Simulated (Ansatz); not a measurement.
Coupled-cluster run, C2H6AlNS (`N=CS[CH2][AlH2]`).

```yaml
crystal:
  periodic: [false, false, false]
  atoms:
    - {symbol: N, position_ang: [1.923301, 1.208273, 1.496348]}
    - {symbol: C, position_ang: [0.872666, 0.926349, 0.871574]}
    - {symbol: S, position_ang: [0.003340, -0.624066, 0.935618]}
    - {symbol: C, position_ang: [-1.463779, -0.277941, -0.126535]}
    - {symbol: Al, position_ang: [-0.270167, -0.916255, -1.542169]}
    - {symbol: H, position_ang: [2.268249, 0.440047, 2.072032]}
    - {symbol: H, position_ang: [0.400661, 1.665255, 0.220134]}
    - {symbol: H, position_ang: [-2.251934, -0.938203, 0.233494]}
    - {symbol: H, position_ang: [-1.765224, 0.759470, 0.008112]}
    - {symbol: H, position_ang: [0.649890, 0.158740, -2.253227]}
    - {symbol: H, position_ang: [-0.301704, -2.458568, -1.894779]}
basis:
  gaussian: {orbitals: def2-TZVPP}
correlation: {method: ccsd_t}
```

```sh
$ ansatz run in.yaml --threads 4 --pin off --events-out ev --progress --plain --max-ram 10444MiB
```

Log, shortened:

```
Functional definition: HF
1529 factors; integrals over basis functions are off by at most 1.6e-3 eV
mean field evaluation 1: about -21034.2926 eV, gradient 3.9e1 eV
mean field evaluation 2: about -21034.6073 eV, gradient 3.9e1 eV
mean field evaluation 4: about -21038.5888 eV, gradient 4.8e0 eV
mean field evaluation 8: about -21038.7111 eV, gradient 6.0e-1 eV
mean field evaluation 16: about -21038.7151 eV, gradient 2.5e-6 eV
mean field -21038.71507150 eV, -773.1585183244 hartree, gradient 2.5e-6 eV, S^2 0.000000; 0 other end points of the search recorded, 0 dependent functions left out
13 core orbitals not correlated: weight in the atoms' cores, before any rotation towards them, 1.000 or more for the frozen orbitals, at most 0.000 for the correlated occupied ones
reference -21038.71507150 eV, -773.1585183244 hartree; 14, 14 occupied and 234, 234 virtual orbitals, 1529 factors
second order -21.70607640 eV of doubles, -0.00000000 eV of singles
cycle   1  -22.19358944 eV  change   -4.9e-1 eV  update   1.1e-1
cycle   2  -22.83267220 eV  change   -6.4e-1 eV  update   3.6e-2
cycle   3  -22.97803715 eV  change   -1.5e-1 eV  update   1.9e-2
cycle   4  -22.96861589 eV  change    9.4e-3 eV  update   5.0e-3
cycle   5  -22.96767233 eV  change    9.4e-4 eV  update   2.6e-3
cycle   6  -22.96825749 eV  change   -5.9e-4 eV  update   8.0e-4
cycle   7  -22.96785134 eV  change    4.1e-4 eV  update   3.4e-4
cycle   8  -22.96777430 eV  change    7.7e-5 eV  update   1.4e-4
cycle   9  -22.96780356 eV  change   -2.9e-5 eV  update   5.1e-5
cycle  10  -22.96778966 eV  change    1.4e-5 eV  update   2.3e-5
perturbative correction -1.09458240 eV, -0.0402251613 hartree
Total energy: -21062.77744357 eV, -774.0427941878 hartree
```

It took 2.1 min on 4 threads of an Arm Neoverse V1 on a shared host, with 5.9 GiB of host memory at the peak.

Correlation energy per correlated electron: -0.859 eV. T1 diagnostic: 0.0137.
